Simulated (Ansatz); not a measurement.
`[F][K]` + CH₃SH → `C[S][K]` + H–F at 500 K and 1 bar (ligand exchange at a K–F bond).

Program: Ansatz. Geometries: PBE0-D4/def2-TZVP. ΔE: electronic, gas phase. CCSD(T)/CBS adds triple-zeta CCSD(T) − MP2 to the extrapolated MP2 energy (def2 sets, frozen cores). This one scheme is used for every species. For K outer-core shells are correlated without core-valence functions, which leaves a few kJ/mol of doubt a bond. Scalar relativity is left out up to krypton.

```tsv
species	CCSD(T)/CBS energy (Eh)	H − E (kJ/mol)	S (J/(mol·K))
`[F][K]`	-699.28088	19.2	245.1
CH₃SH	-438.22835	145.1	283.7
`C[S][K]`	-1037.10009	129.4	366.1
H–F	-100.39570	39.4	188.7
```

H − E and S are ideal-gas, rigid-rotor, harmonic terms from PBE0-D4/def2-TZVP. 1 Eh = 2625.50 kJ/mol, R = 8.31446 J/(mol·K).

**Question.** By hand: ΔE, ΔH, ΔS and ΔG.

**Answer.** ΔE = (-1037.10009) + (-100.39570) − (-699.28088) − (-438.22835) = 0.01344 Eh = 35.3 kJ/mol. Δ(H − E) = 129.4 + 39.4 − 19.2 − 145.1 = 4.5, so ΔH = 39.8 kJ/mol. ΔS = 366.1 + 188.7 − 245.1 − 283.7 = 26.0 J/(mol·K). ΔG = 39.8 − 500 × (26.0)/1000 = 26.8 kJ/mol.

**Question.** By hand: the equilibrium constant, and the temperature at which ΔG would vanish if ΔH and ΔS stayed fixed.

**Answer.** log₁₀ K = −ΔG/(RT ln 10) = -2.8. ΔG = 0 at ΔH/ΔS = 1531 K.

ΔH outweighs TΔS. A doubt of 5 kJ/mol in ΔE shifts log₁₀ K by 0.5 here. Modes under 60 cm⁻¹, often nearly free rotors, make the harmonic entropy too high. These are equilibria of isolated gas molecules and say nothing of rates. Largest T1 diagnostic: 0.012 (customary marks: 0.02 for closed shells, 0.045 for open ones).
